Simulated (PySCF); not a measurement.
ClFGaH2N, SMILES [NH2][Ga]([F])[Cl]. Heavy atoms are numbered as in [Ga:1]([F:2])([Cl:3])[NH2:4]. Hydrogens are named by the atom that carries them.

Coordinates come from a r2SCAN-D4/def2-SVP optimisation. Other conformers were not sampled.

The numbers are results of HF/pcSseg-1 (PySCF), not measurements.

GIAO shieldings, no solvent; atoms alike by connectivity are averaged. δ = σ(ref) − σ: ¹⁹F against CFCl3 (σ = 238.5 ppm); ³⁵Cl against HCl (σ = 958.2 ppm); ¹⁵N against NH3 (σ = 267.3 ppm); ¹H against TMS (σ = 31.99 ppm), references at their B3LYP-D3(BJ)/def2-TZVP geometries, non-relativistic (without spin–orbit terms, shifts of atoms bonded to Cl or Br come out too high).

| nucleus | atoms | count | δ (ppm) |
|---|---|---|---|
| ¹⁹F | F2 | 1 | -171.5 |
| ³⁵Cl | Cl3 | 1 | -101.4 |
| ¹⁵N | N4 (NH2) | 1 | 6.8 |
| ¹H | H on N4 | 2 | 1.51 |
